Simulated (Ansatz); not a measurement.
Consider the substitution at a C–Si bond: `OC[SiH](F)CF` + `S[SiH2]S` → `OCS[SiH2]S` + `FC[SiH2]F`.

Program: Ansatz. Geometries: PBE0-D4/def2-TZVP. ΔE: electronic, gas phase. CCSD(T)/CBS adds triple-zeta CCSD(T) − MP2 to the extrapolated MP2 energy (def2 sets, frozen cores). DFT in def2-TZVPP. B3LYP here is the variant with VWN-RPA as its local correlation; programs differ in this. One conformer a species, not always the lowest.

(1) Is it downhill or uphill in electronic energy at CCSD(T)/CBS, and by how much? (An estimate is asked.)

(2) What do these levels give: r2SCAN-D4, B3LYP-D4, ωB97X-V, B2PLYP, PBE, PBE0, B3LYP, HF/def2-TZVPP, CCSD/def2-TZVPP, MP2/def2-QZVPP, MP2/CBS(def2), CCSD/CBS(def2)? (An estimate is asked.)

Largest T1 diagnostic among the species: 0.012.

Answers

(1) The calculation gave: Uphill: ΔE = +21.4 kJ/mol.

(2) Ansatz gave: r2SCAN-D4 19.7, B3LYP-D4 19.5, ωB97X-V 23.7, B2PLYP 22.6, PBE 17.6, PBE0 21.2, B3LYP 24.3, HF/def2-TZVPP 31.0, CCSD/def2-TZVPP 27.0, MP2/def2-QZVPP 18.2, MP2/CBS(def2) 17.7, CCSD/CBS(def2) 25.6 kJ/mol.

In def2-TZVPP, CCSD(T) changes the Hartree–Fock value by −8.2 kJ/mol (the triples alone add −4.2 kJ/mol) and MP2 by −11.8 kJ/mol. The D4 term adds −4.8 kJ/mol with B3LYP and −2.5 kJ/mol with PBE0; it sums over pairs of atoms, weighted by their polarisabilities, and B3LYP, whose exchange is more repulsive, gets the larger term.
